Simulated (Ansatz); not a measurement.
Cartesian coordinates in Å:
```
C 1.3122 -0.4146 -0.2652
Si 0.1648 0.1159 1.1342
C -1.2626 0.6078 0.0041
Ga -0.3328 -0.4679 -1.4069
H 1.9508 -1.2893 -0.1490
H 1.9399 0.4209 -0.5994
H 0.6820 1.1786 2.0455
H -0.2165 -1.0632 1.9647
H -1.2013 1.6681 -0.2708
H -2.2905 0.3947 0.2946
H -0.7459 -1.1509 -2.7517
```

Charge 0, multiplicity 1.

List the PBE/def2-TZVPP orbital energies in eV (Ansatz 0.2.0). (Estimate.)

Ansatz gave: Occupied: -10093.52, -1779.17, -1233.43, -1093.17, -1093.03, -1093.02, -268.36, -268.36, -143.19, -136.89, -97.87, -97.51, -97.50, -93.63, -93.62, -93.61, -19.96, -19.75, -19.73, -19.67, -19.56, -17.23, -15.79, -12.03, -10.78, -10.19, -9.47, -8.96, -7.65, -7.33, -6.21, -6.17. Lowest empty: -2.23, -0.32, -0.26, 0.58, 0.89, 1.32, 1.38, 1.93.
